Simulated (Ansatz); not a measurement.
Energy profile

The step: Si₂H₆ ([SiH3][SiH3]) + H₂O + H₂O → Si₂H₆O ([OH][SiH2][SiH3]) + H₂O + H₂; bonds formed: Si1–O7, H2–H8, H6–O9; bonds broken: Si1–H2, H6–O7, H8–O9 (atoms numbered as in the saddle structure below).

```
14
angstrom
Si -0.2727 -0.9257 0.2915
H 0.2608 0.5972 0.9269
H -0.4918 -2.2274 -0.4806
H -0.2176 -1.4538 1.6845
Si -2.2082 0.2862 -0.2141
H 2.0129 0.1582 -0.2980
O 1.2488 -0.7380 -0.6367
H 1.3294 1.0305 0.7727
O 2.3402 1.0944 0.3285
H -2.6135 1.1177 0.9545
H -1.8831 1.2259 -1.3297
H -3.3758 -0.5322 -0.6519
H 1.4999 -1.5224 -1.1320
H 2.3708 1.8893 -0.2158
```

Electronic energies by CCSD(T) at an estimated basis limit (MP2 extrapolated from triple and quadruple zeta, plus CCSD(T) − MP2 in triple zeta), on PBE0-D4/def2-TZVP structures; Si2H10O2, singlet; no counterpoise correction. Computed with Ansatz 0.2.0 (basis: def2-TZVPP and def2-QZVPP); correlated methods freeze the cores. Extrapolation: Hartree–Fock as exp(−7.88 √X), correlation as X^−2.97.

(1) Give the profile in kJ/mol, counted from the separated reactants. (Judge from chemistry; the value comes from the calculation.)

T1 diagnostic: at most 0.013.

Answers

(1) By the calculation:
```json
{"point": "separated: Si2H6 (linked as [SiH3][SiH3]; Si1, H2, H3, H4, Si5, H10, H11, H12; singlet) + H2O (H6, O7, H13; singlet) + H2O (H8, O9, H14; singlet)", "kJ/mol": "0.0"}
{"point": "start structure", "kJ/mol": "-36.3"}
{"point": "saddle", "kJ/mol": "119.2"}
{"point": "end structure", "kJ/mol": "-81.1"}
{"point": "separated: Si2H6O (linked as [OH][SiH2][SiH3]; Si1, H3, H4, Si5, O7, H10, H11, H12, H13; singlet) + H2 (H2, H8; singlet) + H2O (H6, O9, H14; singlet)", "kJ/mol": "-54.8"}
```

For scale, one of the runs: CCSD(T)/def2-TZVPP, 286 basis functions, launched by `ansatz run in.yaml --threads 8 --pin off --events-out ev --progress --plain --max-ram 19148MiB`. Hardware: 8 CPU threads of an Arm Neoverse V2, shared host. Wall time 120 s; peak host memory 8.4 GiB.
